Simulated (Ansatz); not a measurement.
Born–Oppenheimer molecular dynamics of C2H11NOSi2 (17 atoms, charge 0, multiplicity 1). It starts from a relaxed structure.

All numbers below come from RKS PBE0/STO-3G in Ansatz.

```json
{"ensemble": "NVT, Nosé–Hoover chain", "time step": "0.5 fs", "steps asked": "100", "set temperature": "300 K", "thermostat": "time constant 20 fs, chain length 3", "seed": "211878"}
```

First frame:

```xyz
17
Properties=species:S:1:pos:R:3
Si 0.131 -0.158 -0.135
N 0.071 -0.338 1.605
C -1.193 -0.739 2.257
H -1.712 -1.484 1.633
H -0.984 -1.203 3.237
H -1.894 0.102 2.438
C 0.842 0.609 2.438
H 1.039 0.168 3.431
H 1.812 0.818 1.960
H 0.330 1.579 2.607
H 1.524 -0.163 -0.513
O -0.475 1.290 -0.762
Si -2.133 1.604 -0.595
H -2.475 2.014 0.753
H -2.447 2.683 -1.502
H -2.950 0.451 -0.926
H -0.590 -1.300 -0.664
```

Question: How far do the bonds stretch over the last three quarters of this one trajectory? (Pairs bonded in most of those frames.)

Answer: 
| bond | mean (Å) | spread (Å) | shortest | longest |
| --- | --- | --- | --- | --- |
| Si1–N2 | 1.744 | 0.021 | 1.71 | 1.77 |
| Si1–H11 | 1.446 | 0.029 | 1.40 | 1.49 |
| Si1–O12 | 1.693 | 0.030 | 1.65 | 1.76 |
| Si1–H17 | 1.452 | 0.031 | 1.40 | 1.50 |
| N2–C3 | 1.474 | 0.013 | 1.45 | 1.49 |
| N2–C7 | 1.474 | 0.008 | 1.46 | 1.48 |
| C3–H4 | 1.103 | 0.027 | 1.06 | 1.14 |
| C3–H5 | 1.109 | 0.026 | 1.06 | 1.16 |
| C3–H6 | 1.111 | 0.033 | 1.06 | 1.16 |
| C7–H8 | 1.104 | 0.016 | 1.08 | 1.13 |
| C7–H9 | 1.103 | 0.011 | 1.09 | 1.12 |
| C7–H10 | 1.110 | 0.014 | 1.09 | 1.13 |
| O12–Si13 | 1.698 | 0.038 | 1.64 | 1.75 |
| Si13–H14 | 1.454 | 0.020 | 1.42 | 1.48 |
| Si13–H15 | 1.448 | 0.034 | 1.39 | 1.50 |
| Si13–H16 | 1.454 | 0.033 | 1.41 | 1.51 |

Mean temperature of the second half: 223 K. The conserved energy stayed within 0.27 meV per atom of its start (net change 0.19 meV per atom), so the integration is sound. The mean temperature of the second half is 26 % below the set value. A run of 0.05 ps of so small a system gives no equilibrium averages. Limits of this set-up: minimal basis.

Time of the run: 6.6 min on 1 thread of Arm Neoverse V2 (shared host), peak memory 0.13 GiB.
